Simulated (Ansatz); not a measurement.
A nudged elastic band was laid between two geometries of C₃H₄AlF (9 atoms, charge 0, multiplicity 1).

Level of theory: RKS B3LYP/def2-SVP in Ansatz 0.2.0.

```
movable images  : 2
climbing image  : no
spring          : 5.0 eV/Å²
optimiser       : quadratic models (default)
start path      : through a guess of the saddle point
force threshold : 0.05 eV/Å
iteration limit : 60
end points      : relaxed
```

First end point:

```xyz
9
Properties=species:S:1:pos:R:3
F 1.926 1.333 1.164
C 0.841 0.726 0.671
C 0.879 -0.180 -0.339
C -0.511 -0.707 -0.695
Al -1.084 0.519 0.760
H 1.803 -0.500 -0.845
H -0.610 -1.797 -0.553
H -0.806 -0.486 -1.735
H -2.349 1.045 1.555
```

Last end point:

```xyz
9
Properties=species:S:1:pos:R:3
F 1.763 1.583 0.621
C 0.789 0.778 0.295
C 1.080 -0.562 -0.044
C -0.157 -1.121 -0.323
Al -1.286 0.579 0.023
H 2.078 -1.025 -0.070
H -0.216 -2.178 -0.616
H -1.838 1.309 -1.279
H -2.125 0.591 1.376
```

Problem. Which bonds break or form, and what moves?

Solution. Bonds broken: C4–H8. Bonds formed: Al5–H8.

Problem. Give the energies along the band, and the barrier.

Solution. It converged. The highest image is number 2 of 0 to 3, 156.7 kJ/mol above the first end and 37.0 kJ/mol above the last; the last end lies 119.7 kJ/mol above the first. Neighbouring images differ by up to 1.5 eV, so the band resolves the path poorly. No image climbed, so the highest image needn't sit at the top of the path. So few images can step over the top or miss a turn of the path. The orbitals stay closed-shell, which can raise the energy where a bond breaks towards radicals; this wasn't checked here.

```
image  path coordinate (Å)  energy (kJ/mol)  C4–H8 (Å)  Al5–H8 (Å)
    0                 0.00              0.0       1.10        2.70
    1                 1.05            149.1       1.36        1.95
    2                 2.11            156.7       2.50        1.60
    3                 3.16            119.7       3.11        1.59
```

Problem. What is the geometry of the highest image?

Solution. 
```xyz
9
Properties=species:S:1:pos:R:3
F 1.775 1.522 0.899
C 0.798 0.757 0.487
C 1.073 -0.439 -0.201
C -0.159 -1.082 -0.256
Al -1.278 0.507 0.264
H 2.037 -0.749 -0.622
H -0.271 -2.076 -0.706
H -1.557 0.708 -1.299
H -2.329 0.806 1.417
```

Run time: 36 s on 2 threads of Arm Neoverse V2 (shared host), peak memory 0.19 GiB.
